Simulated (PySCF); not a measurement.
# Diatomics of Si with the fifth-period p block

CCSD(T) with triple-zeta basis sets in PySCF, for the lowest determinant that a PBE0 search found; no spin–orbit coupling. De refers to high-spin ground-configuration atoms.

```tsv
M	basis	reference, frozen orbitals	state (unpaired electrons)	Re (Å)	ωe (cm⁻¹)	De (eV)
In	x2c-TZVPPall	UHF, 23	quartet (σ ↑, π ↑↑)	2.609	267	2.18
Sn	def2-TZVPP	UHF, 9	triplet (π ↑↑)	2.516	349	2.55
Te	def2-TZVPP	RHF, 9	singlet (closed shell)	2.285	481	4.56
I	def2-TZVPP	UHF, 9	doublet (π ↑)	2.448	361	3.10
```

The shortest bond is that of SiTe (2.285 Å), the longest that of InSi (2.609 Å). SiTe is bound most strongly (4.56 eV) and InSi least (2.18 eV).

The rows differ in basis set, which adds steps of its own.

The state changes along the series, so neighbouring rows are not always alike in their bonding.

Correlated steps freeze the inner cores (9 to 23 orbitals); shallow outer-core shells are correlated. Spin–orbit coupling is left out, which matters for elements this heavy, above all for dissociation energies. Where the molecule has an RHF reference, its open-shell atoms are computed with UHF. States were picked by a PBE0 search and need not be the measured ground states.
